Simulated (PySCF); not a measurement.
CH6GeO4, SMILES C[O][Ge]([OH])([OH])[OH]. Coordinates come from a B3LYP-D3(BJ)/def2-SVP optimisation. The values are those of a single conformer.

Computed equilibrium geometry at B3LYP-D3(BJ)/def2-SVP (PySCF confirms it by a frequency run) as Cartesian coordinates in Å (one conformer of several):
```xyz
12

C      2.4095    -0.4828    -0.0956
O      1.4033     0.4985     0.0915
Ge    -0.3046     0.0721     0.0110
O     -0.9244    -0.8887     1.3574
O     -1.1777     1.6044     0.0190
O     -0.5120    -0.9221    -1.4323
H      2.2281    -1.0940    -0.9967
H      2.4841    -1.1599     0.7750
H      3.3741     0.0358    -0.2116
H     -1.1775    -0.3343     2.1084
H     -0.6542     2.3124    -0.3818
H     -1.2785    -1.5069    -1.3579
```
Charge 0, spin multiplicity 1.
